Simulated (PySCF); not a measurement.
# Mn²⁺ (manganese, charge +2) across methods

[Ar] 3d4 4p1, one real determinant (an excited configuration). All numbers are calculated (PySCF 2.14, the spin-free X2C one-electron Hamiltonian (Gaussian nucleus), in x2c-TZVPPall with one added diffuse shell each of s, p, d, f type (7s6p5d3f1g, 80 functions)). The B2PLYP total includes its PT2 part (frozen core); its orbital energies are those of the SCF part.

```
 method  E (hartree)  mean ε 3p β (eV)  mean ε 3d α (eV)  mean ε 4p α (eV)  Σ⟨r²⟩ (bohr²)   ⟨S²⟩
 r2SCAN    -1157.163           -78.032           -33.509           -17.323          22.69  8.751
 B2PLYP    -1156.928           -83.191           -38.370           -18.399          22.90  8.751
    LDA    -1154.721           -77.251           -33.071           -17.327          22.62  8.750
   PW91    -1157.257           -77.263           -33.019           -17.336          22.68  8.750
    UHF  -1156.12974           -87.982           -43.153           -19.417          23.22  8.752
r2SCANh    -1157.158           -79.156           -34.546           -17.570          22.71  8.751
   PBE0    -1156.983           -80.263           -35.665           -17.926          22.76  8.751
    M06    -1157.149           -80.547           -35.395           -17.707          22.69  8.751
```

**Question.** Estimate the same row for PBE.

**Answer.** E (hartree) = -1156.944; mean ε 3p β (eV) = -77.164; mean ε 3d α (eV) = -32.925; mean ε 4p α (eV) = -17.279; Σ⟨r²⟩ (bohr²) = 22.71; ⟨S²⟩ = 8.750.

⟨L²⟩ = 8.01 against 12 for a pure F term, so this real determinant mixes terms.
